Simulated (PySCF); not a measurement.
## Assignment exercise: C₇H₁₀O

Structure with atom numbers: `[CH3:1][C:2]1=[CH:3][O:4][CH:5]=[C:6]([CH3:7])[CH2:8]1`. Each H is labelled by its parent atom.

PySCF calculation with GIAO PBE0/pcSseg-1 shieldings and structure optimised with GFN2-xTB; no relativistic terms, isolated molecule, averaged over atoms made equivalent by symmetry, fast rotation or ring inversion, single conformer.

δ = σ(ref) − σ, references computed at the same level: ¹³C and ¹H vs TMS.

Task: Assign these signals to the numbered atoms. ¹³C{¹H} NMR (computed): δ 141.9 (CH), 113.1 (C), 35.2 (CH2), 21.5 (CH3).

Result: 
141.9 → C3/C5, alkene carbon bearing oxygen: an sp2 carbon further deshielded by the attached heteroatom
113.1 → C2/C6, β carbon of an enol-ether or enamine type C=C: the O or N lone pair pushes π density onto this β carbon and shields it
35.2 → C8, allylic sp3 CH2: aliphatic region, no heteroatom directly attached
21.5 → C1/C7, allylic methyl carbon: a saturated carbon with 1 carbon neighbour and no heteroatom attached

Task: Assign these signals to the numbered atoms. ¹H NMR (400 MHz, computed): δ 6.42 (s, 2H), 2.55 (s, 2H), 1.61 (s, 6H).

Result: 
6.42 → H(C3)/H(C5), hydrogen on an alkene carbon bearing oxygen: a vinylic proton, deshielded by the sp2 carbon and the C=C anisotropy
2.55 → H(C8), hydrogen on an allylic sp3 CH2: allylic position
1.61 → H(C1)/H(C7), hydrogen on an allylic methyl carbon: allylic position

Shifts are as computed. Against solution values, carbons near 30 ppm lie about +3 ppm off and those near 130 ppm about +5 ppm. Of 1211 compounds with measured shifts, 218 miss one by over three times the rms of a fit or turn the order of signals round; such compounds aren't used in these exercises. Multiplicities follow the n + 1 count of equivalent neighbours, as no J values were calculated; m marks all less simple cases, F and P coupling included.
